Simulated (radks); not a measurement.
Results of a calculation; reference values are marked as such.
Task: The mean radii <r> (bohr) of the occupied orbitals of an atom or ion are listed with their occupations. Level of theory: scalar-relativistic Kohn-Sham, PBE, spin-unpolarised, spherical densities, point nucleus (a radial shooting solver on a logarithmic mesh with Libxc functionals).

| orbital | occ. | <r> |
|---|---|---|
| 1s | 2 | 0.02267 |
| 2s | 2 | 0.09321 |
| 2p | 2 | 0.08128 |

Name the element and its charge.

Result: Z = 62, samarium, charge +56: Sm56+ in [He] 2s2 2p2. The 1s radius gives Z: for a bare nucleus <r> = (2 gamma + 1)/(2Z) with gamma = sqrt(1 - (Z/c)^2), 0.02245 bohr for Z = 62, and screening makes it slightly larger (0.02267 here). The occupations add up to 6, and the charge is Z minus that.
